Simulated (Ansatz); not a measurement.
Reaction (formal exchange of groups at a Te–Si bond): `[TeH][SiH]1CC1` + `[CH3][GeH3]` → `[CH3][GeH2][TeH]` + `C1C[SiH2]1`

Isolated molecules relaxed with PBE0-D4/def2-TZVP in Ansatz; ΔE leaves out vibrations. CBS: MP2 limit from def2 TZ/QZ plus the TZ coupled-cluster correction, frozen cores. DFT in def2-TZVPP. def2 core potentials past Kr. For Ge, Te outer-core shells are correlated without core-valence functions, which leaves a few kJ/mol of doubt a bond. Scalar relativity is left out up to krypton.

Task: Is it downhill or uphill in electronic energy at CCSD(T)/CBS, and by how much? (An estimate is asked.)

Result: The calculation gave: Downhill: ΔE = -4.4 kJ/mol.

Task: What do these levels give: LDA (SPW92), PBE-D4, BLYP-D4, BHLYP-D4, CAM-B3LYP-D4, ωB97X-V, ωB97M-V, PBE-QIDH, PBE, revPBE, BHLYP, HF/CBS(def2)? (Best estimate.)

Result: The calculation gave: LDA (SPW92) -0.3, PBE-D4 -2.4, BLYP-D4 -7.3, BHLYP-D4 -9.5, CAM-B3LYP-D4 -7.2, ωB97X-V -5.8, ωB97M-V -6.4, PBE-QIDH -4.4, PBE -3.3, revPBE -3.8, BHLYP -10.6, HF/CBS(def2) -13.7 kJ/mol.

Task: What do rigid-rotor, harmonic-oscillator terms from PBE0-D4/def2-TZVP frequencies (298.15 K, 1 bar) make of the CCSD(T)/CBS value? (Estimate.)

Result: Computed: ΔZPE = +0.3 kJ/mol, ΔH = -4.1 kJ/mol, ΔS = 5 J/(mol·K), ΔG = -5.6 kJ/mol.

Largest T1 diagnostic among the species: 0.011.

In def2-TZVPP, CCSD(T) changes the Hartree–Fock value by +8.9 kJ/mol (the triples alone add +1.7 kJ/mol) and MP2 by +9.5 kJ/mol. Leaving LDA and LC-ωPBE aside and taking each functional with its dispersion term where it has one, the values, not all of them listed here, spread over 11.8 kJ/mol, from BHLYP-D4 to B97M-V. LDA lies +3.1 kJ/mol from PBE without D4.
